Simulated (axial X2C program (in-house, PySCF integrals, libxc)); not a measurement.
LiTe: properties at the nuclei

Calculated with an axial X2C code built on PySCF integrals: two-component X2C with atomic mean-field Coulomb and Gaunt terms, Gaussian nuclei, basis Te dyall-cv3z, Li dyall-cv3z with contracted cores.

R = 2.490 Å (near the PBE0 minimum at charge 0 of the determinant lowest at the starting distance; the state shown can have its own minimum elsewhere).

Input and command:
```json
{"zs": [52, 3], "q": 0, "bas": ["dyall-cv3z", "dyall-cv3z"], "r0": 2.52, "levels": ["PBE0", "HF", "r2SCAN", "LDA", "PBE50"], "nst": 3}
```
```bash
python soeom.py task.json out
```

Keys: zs atomic numbers; q charge; bas basis sets; r0 starting distance in Å; levels methods; nst determinants followed.

Determinant lowest in the PBE0 search, Ω = 3/2 (⟨Sz⟩ = 0.50, ⟨Lz⟩ = 1.00 at PBE0), spin on the atoms Te 0.49, Li 0.01:

```tsv
level	Eeff magnitude (GV/cm)	Ws magnitude Te (kHz)	A∥/gI Te (MHz)	qzz Te (a.u.)	A∥/gI Li (MHz)	qzz Li (a.u.)	μ (D)
PBE0	0.381	0.121	464	-3.52	-0.495	-0.02	6.94
HF	0.765	0.273	407	-3.89	-1.25	-0.02	7.45
r2SCAN	0.438	0.145	501	-3.68	-0.71	-0.02	7.03
LDA	0.259	0.0715	528	-3.56	-0.248	-0.02	6.75
PBE50	0.457	0.15	456	-3.62	-0.57	-0.02	7.20
```

Eeff is the effective electric field on the electron electric dipole moment in this Ω state and Ws the scalar–pseudoscalar constant of the nucleus named (defined with the proton number Z and per Ω); A∥ (defined per Ω) follows by multiplying with gI = μI/(I μN); qzz is the electric field gradient, eQq0 = 234.96 MHz × Q/barn × qzz; μ is positive if the Li end (last atom) is positive. The operators were transformed with the bare-nucleus X2C matrices; with these basis sets, hyperfine constants and field gradients can be off by tens of per cent, and where levels differ in sign neither size nor sign is settled.

Problem. With gI(125Te) = -1.7770 (g factors from the IAEA table of nuclear moments by Stone), turn the PBE0 values of the first state into constants in MHz.

Solution. A∥(125Te) = 464 × -1.7770 = -825 MHz.

Each state is one determinant with collinear spin. Unrestricted Hartree–Fock can overshoot spin polarisation at the nuclei. Where Eeff spreads by more than a factor of two the levels disagree and none is to be relied on. The search compared states at one distance, so a state with another bond length can lie lower. Further determinants of the search, some of them spin-mixed, are not shown. Where a field gradient or hyperfine factor spreads by more than a factor of two over the levels, a constant derived from it is not to be relied on.
